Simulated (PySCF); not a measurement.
**Correlation energy of Cl²⁺ (chlorine, charge +2)**

[Ne] 3s1 3p4, high-spin 4P determinant (an excited configuration). Calculation: PySCF 2.14, in x2c-TZVPPall with one added diffuse shell each of s, p, d type (6s6p4d1f, 51 functions); the spin-free X2C one-electron Hamiltonian (Gaussian nucleus). Frozen: 1s2; 13 electrons correlated.

```csv
level,correlation energy (mhartree)
CCSD,-296.85
(T),-10.18
CCSD(T),-307.03
```

Diagnostics: T1 = 0.0079, D1 = 0.0322, largest double amplitude 0.188.

Is a single reference adequate?

Not fully. A double-excitation amplitude exceeds 0.15, a sign of near-degeneracy.

This basis was not built for core-valence correlation, so the inner-shell part is incomplete.
